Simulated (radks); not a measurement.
Question: The mean radii <r> (bohr) of the occupied orbitals of an atom or ion are listed with their occupations. Method: scalar-relativistic Kohn-Sham, PBE, spin-polarised, spherical densities, finite nucleus; Fermi nuclear charge, rms radius of each element as measured or else 0.836 A^(1/3) + 0.57 fm; computed with a radial shooting solver on a logarithmic mesh with Libxc functionals.

orbital  occ.      <r>
1s up       1  0.05620
1s down     1  0.05620
2s up       1   0.2545
2s down     1   0.2545
2p up       3   0.2241
2p down     3   0.2241
3s up       1   0.6952
3s down     1   0.6963
3p up       3   0.6992
3p down     2   0.7006

Name the element and its charge. Open shells, if any, are filled with parallel spins first.

Answer: Z = 27, cobalt, charge +10: Co10+ in [Ne] 3s2 3p5. The 1s radius gives Z: for a bare nucleus <r> = (2 gamma + 1)/(2Z) with gamma = sqrt(1 - (Z/c)^2), 0.05483 bohr for Z = 27, and screening makes it slightly larger (0.05620 here). The occupations add up to 17, and the charge is Z minus that.
